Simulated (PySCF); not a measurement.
O2S2. Atoms are numbered in the order given.

```xyz
4

S      0.0000     0.0000    -0.3915
S      0.0000     0.0000     1.5176
O      0.0000     1.2611    -1.1261
O      0.0000    -1.2611    -1.1261
```
Charge 0, spin multiplicity 1.

The structure is a stationary point at B3LYP-D3(BJ)/def2-SVP.

These are B3LYP-D3(BJ)/def2-SVP (PySCF) values and carry that method's errors.

Frequencies are harmonic and unscaled.

```json
[
 {"mode": "1", "ν (cm⁻¹)": "332", "IR (km/mol)": "4.6", "Raman (Å⁴/amu)": "6.3", "depolarisation": "0.75", "moving atoms (share of kinetic energy)": "O 56 %, S 44 %"},
 {"mode": "2", "ν (cm⁻¹)": "380", "IR (km/mol)": "18.3", "Raman (Å⁴/amu)": "0.5", "depolarisation": "0.75", "moving atoms (share of kinetic energy)": "S 67 %, O 33 %"},
 {"mode": "3", "ν (cm⁻¹)": "448", "IR (km/mol)": "19.6", "Raman (Å⁴/amu)": "9.4", "depolarisation": "0.52", "moving atoms (share of kinetic energy)": "O 69 %, S 31 %"},
 {"mode": "4", "ν (cm⁻¹)": "646", "IR (km/mol)": "54.1", "Raman (Å⁴/amu)": "16.7", "depolarisation": "0.13", "moving atoms (share of kinetic energy)": "S 73 %, O 27 %"},
 {"mode": "5", "ν (cm⁻¹)": "1148", "IR (km/mol)": "173.8", "Raman (Å⁴/amu)": "20.9", "depolarisation": "0.13", "moving atoms (share of kinetic energy)": "O 71 %, S 29 %"},
 {"mode": "6", "ν (cm⁻¹)": "1337", "IR (km/mol)": "131.8", "Raman (Å⁴/amu)": "10.8", "depolarisation": "0.75", "moving atoms (share of kinetic energy)": "O 57 %, S 43 %"}
]
```
